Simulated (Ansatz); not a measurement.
Species: sum formula AlO2ClH2, net charge 0, singlet state. 
Structure (B3LYP-D3(BJ)/def2-TZVP (Ansatz, a quantum-chemistry and plane-wave program) minimum search):
SMILES: [OH][Al]([OH])[Cl]
```xyz
6

O      1.3400    -1.3884    -0.0862
Al    -0.0362    -0.4126    -0.0247
O     -1.5733    -1.1005    -0.0630
Cl     0.1071     1.6688     0.1001
H      2.2354    -1.0481    -0.0676
H     -1.7190    -2.0463    -0.1196
```
Charge 0, spin multiplicity 1.

Wanted: vertical triplet-singlet gap (E(triplet) - E(singlet); each state is the SCF solution reached for its spin), in eV. Valence correlation only, unless marked. UHF or UKS for open shells. Spin-orbit coupling is left out. No relativistic terms. CBS(X,Y): correlation extrapolated as X^-3; Hartree-Fock from the larger set.

| level | program | vertical triplet-singlet gap (eV) |
|---|---|---|
| SVWN5/def2-TZVPD | Ansatz | ___ |
| PBE/def2-TZVPD | Ansatz | ___ |
| wB97X-V/def2-TZVPD | Ansatz | 7.33 |
| CCSD/aug-cc-pV(T+d)Z | Ansatz | 7.22 |
| CCSD/aug-cc-pV(Q+d)Z | Ansatz | ___ |
| CCSD(T)/CBS(aug-cc-pV(T+d)Z,aug-cc-pV(Q+d)Z) | Ansatz | 7.33 |

Task: Complete the blanks.

Result: 
- SVWN5/def2-TZVPD, vertical triplet-singlet gap (eV): 5.92
- PBE/def2-TZVPD, vertical triplet-singlet gap (eV): 5.83
- CCSD/aug-cc-pV(Q+d)Z, vertical triplet-singlet gap (eV): 7.27
